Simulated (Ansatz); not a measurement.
## Relative stability

The two ends of one reaction step of SiH$_{4}$SO$_{3}$, closed shell (PBE0-D4/def2-TZVP).

A:

Si1  (-0.107, -0.022, 0.015)
S2  (1.423, 1.441, 0.196)
O3  (0.196, -1.390, 0.848)
H4  (0.449, -1.277, 1.765)
O5  (-1.402, 0.807, 0.568)
O6  (-0.294, -0.587, -1.503)
H7  (2.361, 0.609, -0.289)
H8  (-2.241, 0.344, 0.591)
H9  (-0.386, 0.075, -2.190)
(Å)

B:

```xyz
9
angstrom
Si -0.4649 -0.4806 -0.1517
S 1.4978 0.9012 0.5147
O -0.1974 -1.7070 0.7047
H 1.4779 0.3746 1.7517
O -1.6412 0.6207 0.1447
O -0.1572 -0.3644 -1.7484
H 2.3223 -0.0596 0.0626
H -2.1364 0.4506 0.9495
H -0.7012 0.2644 -2.2279
```

Program: Ansatz 0.2.0. Basis: def2-TZVPP. Cores are frozen in the correlated methods. B3LYP uses VWN-RPA correlation.

Question: Which structure is lower at CCSD(T), and by how much? (Judge from chemistry; the value comes from the calculation.)

Answer: The calculation gives: A, by 193.1 kJ/mol (electronic energy, against the other). By their contacts, A is SiH₄SO₃ ([OH][Si]([OH])([OH])[SH]) and B is SiH₄SO₃ ([O][Si]([OH])([OH])[SH2]).

All methods give the same order:

| method | E(B) − E(A) (kJ/mol) |
| --- | --- |
| SPW92 | 183.3 |
| PBE-D4 | 173.5 |
| BLYP-D4 | 164.5 |
| r2SCAN-D4 | 187.4 |
| B97M-V | 193.2 |
| PBE0-D4 | 194.1 |
| B3LYP-D4 | 182.9 |
| r2SCAN0-D4 | 201.6 |
| BHLYP-D4 | 204.0 |
| CAM-B3LYP-D4 | 191.6 |
| wB97X-V | 195.1 |
| wB97M-V | 192.8 |
| B2PLYP | 186.1 |
| PBE-QIDH | 202.0 |
| RPA on PBE | 183.2 |
| HF | 222.5 |
| MP2 | 191.0 |
| CCSD | 199.1 |
| CCSD(T) | 193.1 |

T1 diagnostic: at most 0.015.

Labels in which every atom is bracketed show which atoms are joined, not bond orders.

For scale, one of the runs: CCSD(T)/def2-TZVPP, 233 basis functions, launched by `ansatz run in.yaml --threads 4 --pin off --events-out ev --progress --plain --max-ram 9574MiB`. Hardware: 4 CPU threads of an Intel Xeon, shared host. Wall time 2.3 min; peak host memory 4.1 GiB.
